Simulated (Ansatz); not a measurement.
One change: `C[Si](C)(C)OBF` becomes `B[Si](C)(C)C`.

Ansatz, PBE0-D4/def2-TZVP geometries, multiplicity 1. Each molecule was computed in one conformer, which needn't be the lowest.

| property | `C[Si](C)(C)OBF` |
| --- | --- |
| HOMO–LUMO gap (PBE/def2-TZVPP) / eV | 6.55 |
| LUMO energy (PBE0/def2-TZVPP) / eV | 0.41 |
| HOMO energy (ωB97M-V/def2-TZVPP) / eV | -10.80 |
| HOMO energy (B3LYP/def2-TZVPP) / eV | -8.32 |
| LUMO energy (PBE/def2-TZVPP) / eV | -0.60 |
| size of the dipole moment (B3LYP/def2-TZVPP) / D | 1.73 |

(1) Give the same properties after the change, and the shifts. (An estimate is asked.)

Results:

(1) The calculation gave: 
| property | `B[Si](C)(C)C` | shift |
| --- | --- | --- |
| HOMO–LUMO gap (PBE/def2-TZVPP) / eV | 3.24 | -3.31 |
| LUMO energy (PBE0/def2-TZVPP) / eV | -2.07 | -2.48 |
| HOMO energy (ωB97M-V/def2-TZVPP) / eV | -9.72 | 1.08 |
| HOMO energy (B3LYP/def2-TZVPP) / eV | -7.37 | 0.95 |
| LUMO energy (PBE/def2-TZVPP) / eV | -3.08 | -2.48 |
| size of the dipole moment (B3LYP/def2-TZVPP) / D | 0.52 | -1.21 |

With PBE0 the HOMO rises by 0.99 eV and the LUMO falls by 2.48 eV, so the gap narrows by about 3.47 eV. PBE moves the HOMO by 0.84 eV and ωB97M-V by 1.08 eV. Dipoles are sizes alone; their direction can turn.

B3LYP here is the variant with VWN-RPA as its local correlation; programs differ in this.
